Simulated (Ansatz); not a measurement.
Cartesian coordinates (Å):
```xyz
13

C     -0.7759    -1.2939    -0.4483
B      0.0043     0.0036    -0.0300
C     -0.7937     1.2683     0.4488
C      1.5745     0.0314    -0.0379
H     -1.7647    -1.0906    -0.8669
H     -0.9585    -1.8619     0.4757
H     -0.2303    -1.9597    -1.1195
H     -1.7864     1.0505     0.8491
H     -0.9543     1.8858    -0.4474
H     -0.2486     1.8999     1.1543
H      1.9986     1.0334    -0.1360
H      1.8974    -0.3357     0.9475
H      2.0346    -0.6296    -0.7751
```
Charge 0, multiplicity 1.

These are frozen-core CCSD(T)/cc-pVTZ // B3LYP-D3(BJ)/def2-TZVP (Ansatz, a program for electronic structure) values and carry that method's errors.

The HF energy is -143.59623 Ha and the MP2 correlation energy comes out as -0.64054 Ha.

**Question.** Estimate the CCSD correlation energy, the (T) correction, the total energy and the T1 diagnostic.

**Answer.** 
| Item | Value |
|---|---|
| CCSD correlation energy | -0.69171 Ha |
| (T) correction | -0.02551 Ha |
| CCSD(T) total energy | -144.31346 Ha |
| T1 diagnostic | 0.009 |
